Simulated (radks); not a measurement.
Task: Neutral terbium, 65 electrons, occupied as [Xe] 4f8 5d1 6s2 (not the ground configuration). Calculated with a radial shooting solver on a logarithmic mesh with Libxc functionals: scalar-relativistic Kohn-Sham, PBE, spin-unpolarised, spherical densities, finite nucleus; Fermi nuclear charge, rms radius 5.06 fm. Some entries of the table are withheld. Estimate them.

orbital,occ.,eigenvalue (hartree),r(max) (bohr),<r^2> (bohr^2)
1s,2,-1905.755,0.01364,(1)
2s,2,(2),(3),0.009889
2p,6,(4),0.06280,0.007988
3s,2,-70.34556,0.2198,0.06547
3p,6,-59.49627,0.2158,0.06570
3d,10,-45.35288,0.1764,0.05508
4s,2,-14.14569,0.5045,0.3301
4p,6,-10.56835,0.5266,0.3729
4d,10,-5.65518,0.5460,0.4479
5s,2,-1.88391,1.172,1.922
5p,6,-1.02497,1.329,2.676
4f,8,-0.32971,0.5499,0.9337
6s,2,-0.15412,3.343,17.65
5d,1,-0.08909,1.936,10.13

Result: 
(1) 1s <r^2> (bohr^2): 0.0006317
(2) 2s eigenvalue (hartree): -316.1399
(3) 2s r(max) (bohr): 0.07750
(4) 2p eigenvalue (hartree): -280.9681
